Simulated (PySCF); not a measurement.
Gas-phase reaction: 4 GeH₃F + GeF₂ → Ge₂H₆ + 3 GeH₂F₂

Computed with PySCF and rigid-rotor harmonic-oscillator thermochemistry at 1 bar. † marks an energy on the PBE0/def2-TZVP geometry and frequencies; other levels use their own. MP2 and CCSD(T) freeze the core. 6-31G* has spherical d functions here. All species are closed-shell singlets. Ge: all electrons, no relativistic terms. GeH₂F₂: computed as isolated molecules; such fragments, hydroxides, amides, oligomers or adducts are transient or little studied in the gas. MP2 isn't extrapolated to the basis-set limit; its ΔH°(298 K) is -114.9 kJ in def2-SVP and -115.8 kJ in def2-TZVPP. CCSD(T) isn't extrapolated to the basis-set limit; its ΔH°(298 K) is -100.0 kJ in def2-SVP and -107.8 kJ in def2-TZVPP. The harmonic model lacks anharmonicity and excited electronic states, which grow with temperature; levels with a mode under 35 cm⁻¹ are left out. Internal rotation in Ge₂H₆ is treated as a harmonic vibration of one conformer, which makes the entropy rough.

| level | ΔE electronic, kJ | ΔH°(298 K), kJ | ΔS°(298 K), J/K | ΔG°(1600 K), kJ |
|---|---|---|---|---|
| CCSD(T)/def2-TZVPP† | -113 | -108 | -147 | 106 |
| HF/6-31G* | -95 | -90 | -150 | 129 |
| M06-2X/def2-TZVP† | -100 | -95 | -147 | 118 |
| MP2/def2-SVP† | -120 | -115 | -147 | 98 |
| MP2/def2-TZVPP† | -121 | -116 | -147 | 97 |
| PBE0/def2-QZVP† | -99 | -94 | -147 | 119 |
| PBE0/def2-SVP† | -110 | -105 | -147 | 108 |
| PBE0/def2-TZVP | -101 | -96 | -147 | 117 |
| LDA/def2-TZVP† | -123 | -118 | -147 | 95 |
| ωB97M-V/def2-TZVP† | -85 | -80 | -147 | 133 |
| ωB97X-V/def2-TZVP† | -99 | -94 | -147 | 119 |
ΔH° is lowest at LDA/def2-TZVP† and highest at ωB97M-V/def2-TZVP†. No reference value is set beside these.
